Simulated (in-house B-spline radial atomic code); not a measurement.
Values are calculated unless marked as measured or tabulated.
**Building a PAW s channel for Si, r_c = 2.13 bohr**

Si, [Ne] 3s2 3p2, non-relativistic LDA (VWN5), spherical and spin-unpolarised, from an all-electron radial atomic-structure program (B-spline basis) (atomic units; all potentials screened as in the neutral atom).

Two all-electron partial waves φ1, φ2 are integrated outwards at E1 = ε(3s) = -0.398139 and E2 = E1 + 1.5 hartree; φ1 is the bound orbital and φ2 has unit norm inside r_c = 2.1263 bohr. Smooth partners are polynomials, r^1(a0 + a1 r² + a2 r⁴ + a3 r⁶), matched to φ and three derivatives at r_c, with no condition on the norm. The local potential is -3.68004 + (1.73262) r² + (-0.369538) r⁴ + (0.0299799) r⁶ inside 1.7409 bohr and the all-electron one outside.

```
wave     φ(r_c)     φ'(r_c)         a0           a1            a2            a3
   1  0.6973345  -0.2000775  0.6654938  -0.08499862  0.0009779288  0.0002896164
   2  0.3896844     2.32822  -2.368007    0.9597499    -0.1025894   0.003344755
```

Inside r_c the overlaps are <φi φj> = [[0.54188, -0.56717], [-0.56717, 1.00000]] and, for the smooth waves, [[0.68039, -0.98488], [-0.98488, 2.24173]]. With χj = (Ej − T − V_local) applied to smooth wave j, the program's quadrature gives the matrix B_ij = <smooth i, χj> as [[0.51527, -1.88455], [-1.25799, 4.75806]].

Check the match of the first wave, and find the augmentation charges q_ij.

At r_c the four terms are 1.41504, -0.81712, 0.04250, 0.05691, which sum to 0.6973, φ1(r_c) to rounding. q_ij is the all-electron overlap less the smooth one: [[-0.13851, 0.41771], [0.41771, -1.24173]]. The smooth first wave has a norm of 0.6804 inside r_c against 0.5419, so q11 is negative and must stay small enough for the overlap operator to be positive.

B isn't symmetric. Show that D_ij = B_ij + Ej q_ij is.

Integrating by parts gives B12 − B21 = (E1 − E2) q12: -1.88455 − (-1.25799) = -0.62656, and −1.5 × (0.41771) = -0.62656. So D12 = -1.88455 + (1.101861)(0.41771) = -1.42429 and D21 = -1.25799 + (-0.398139)(0.41771) = -1.42430; D11 = 0.57041, D22 = 3.38985. The projectors, p = (B⁻¹)ᵀ χ, are dual to the smooth waves; det B = 0.081.

Solving (T + V_local + Σ p D p) ψ = E (1 + Σ p q p) ψ in a sphere of 9 bohr gives these levels:

| all-electron | one projector | two projectors |
| --- | --- | --- |
| -0.398127 | -0.398127 | -0.398127 |
| 0.031241 | 0.029667 | 0.031231 |
| 0.332958 | 0.323757 | 0.332932 |
| 0.794674 | 0.750238 | 0.794658 |
| 1.402700 | 1.233230 | 1.402650 |

What does the second projector gain?

With one projector the errors are 0.00, -1.57, -9.20, -44.44, -169.47 millihartree. With two the errors are 0.00, -0.01, -0.03, -0.02, -0.05 millihartree. The scattering is exact at E1 and at E2 = 1.102, and over all levels compared the largest error is 0.05 millihartree. The lowest eigenvalue of the overlap operator is 0.6074 with one and 0.151 with two projectors. The smooth orbital alone needs a cutoff of 2 hartree for 1 millihartree of kinetic energy, against 10.8 for a norm-conserving Troullier-Martins orbital of the same radius; part of the gain comes from giving up the norm, part from the simpler form.
